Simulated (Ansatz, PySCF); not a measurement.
CH9NSi2, SMILES [Si@@H](N)(C)[SiH3].

Coordinates come from a PBE0-D3(BJ)/def2-SVP optimisation. The structure was generated by enumeration; whether it is a known compound was not checked. Other conformers were not sampled.

Vertical ionisation energy (IE) and electron affinity (EA) in eV. Rows of orbital energies are one-electron estimates. Where ΔSCF, EOM or ADC give a negative EA the extra electron is unbound and the value depends on the basis.

```
level                                                                  IE     EA
-------------------------------------------------------------------  ----  -----
−ε(HOMO), −ε(LUMO), ωB97X/def2-TZVP (PySCF)                          9.19  -2.13
−ε(HOMO), −ε(LUMO), PBE/def2-TZVP (PySCF)                            5.65   0.68
ΔSCF, PBE0/def2-SVPD (Ansatz), final states of multiplicity 2 and 2  8.80  -1.38
ΔSCF, PBE/def2-SVPD (Ansatz), final states of multiplicity 2 and 2   8.55  -1.18
```

What vertical singlet–triplet gap does ΔSCF give with PBE0/def2-SVPD (Ansatz, an electronic-structure program) and with PBE/def2-SVPD (Ansatz)? (Estimate from the structure and the level; the computed values follow.)

5.21 and 4.85 eV (triplet above singlet where positive).
